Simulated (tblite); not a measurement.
C9H6F (doublet state).
SMILES: `C#C[C@@]12C=[C][C@@H](C=C1)[C@H]2F`

Calculated harmonic vibrations of the isolated species, GFN2-xTB (tblite), most abundant isotopes, no scaling. This tight-binding method is rough: wavenumbers can miss measured ones by several per cent, in bad cases by 10 to 20. Open shells enter through the occupations alone, without spin polarisation, and single modes of such species can be off by tens of per cent.

Harmonic wavenumbers (cm⁻¹): 114.7, 126.5, 216.5, 298.3, 374.5, 404.2, 439.2, 452.1, 482.4, 540.5, 579.6, 645.4, 663.5, 687.6, 743.7, 780.2, 791.9, 820.8, 825.7, 903.7, 929.6, 969.6, 993.3, 1045.5, 1062.8, 1065.4, 1097.2, 1144.3, 1167.9, 1196.8, 1214.3, 1281.0, 1308.3, 1631.4, 1673.7, 2257.7, 2950.9, 3049.6, 3154.1, 3170.4, 3192.3, 3395.9.

A = 2298, B = 1419, C = 1194 MHz; mass 133.045 u (most abundant isotopes); point group C1, symmetry number 1; spin multiplicity 2.

Question: What is the zero-point energy?

Answer: ½Σν̃ = 24922 cm⁻¹ = 298.13 kJ/mol.

Question: What is S at 500 K and 1 bar for an ideal gas of classical rigid rotors and harmonic oscillators?

Answer: Translation 180.60, rotation 126.96, vibration 153.03, spin (R ln 2) 5.76: S = 466.3 J/(mol K).

Question: And Cp and H(500 K) − H(0)?

Answer: Cp = 220.02 J/(mol K), of which vibrations give 186.76 (their classical limit is 42 R = 349.2); H(500 K) − H(0) = 61.39 kJ/mol without the zero-point energy, 44.77 from vibrations.

Question: How do the functions run with temperature in this model?

Answer: 
```
 T (K)  S (J/(mol K))  Cp (J/(mol K))  H − H(0) (kJ/mol)  G − H(0) (kJ/mol)  ln q(vib)
   150          298.6            76.1               7.47             -37.32       1.05
   250          348.3           123.0              17.39             -69.67       2.61
298.15          371.9           145.7              23.87             -87.01       3.48
   400          420.8           187.8              40.93            -127.40       5.51
   600          508.7           244.7              84.68            -220.56       9.80
   900          618.0           292.4             165.99            -390.19      16.11
```

q(vib) and H(0) count from the zero-point level.

Question: Blend soft modes into free rotors: weight 1/[1 + (100 cm⁻¹/ν̃)⁴] for the oscillator and the rest for a rotor with moment μB/(μ + B), μ = h/(8π²ν), B = 10⁻⁴⁴ kg m². What vibrational entropy results?

Answer: 150.48 J/(mol K) in place of 153.03, which changes −T·S at 500 K by +1.27 kJ/mol.

Question: What must be added to the electronic energy to get the Gibbs energy at 500 K and 1 bar?

Answer: ZPE + [H(500 K) − H(0)] − T·S = 298.13 + 61.39 − 233.17 = 126.35 kJ/mol.

Question: Which modes carry the vibrational entropy at 500 K?

Answer: 114.7 cm⁻¹: 17.57; 126.5 cm⁻¹: 16.76; 216.5 cm⁻¹: 12.38; 298.3 cm⁻¹: 9.83; 374.5 cm⁻¹: 8.08; 404.2 cm⁻¹: 7.51 J/(mol K); the other 36 give 80.88 together.

Hindered rotation and anharmonicity are outside this model. The structure is chiral; the term R ln 2 for an equal mix with its mirror image is left out.
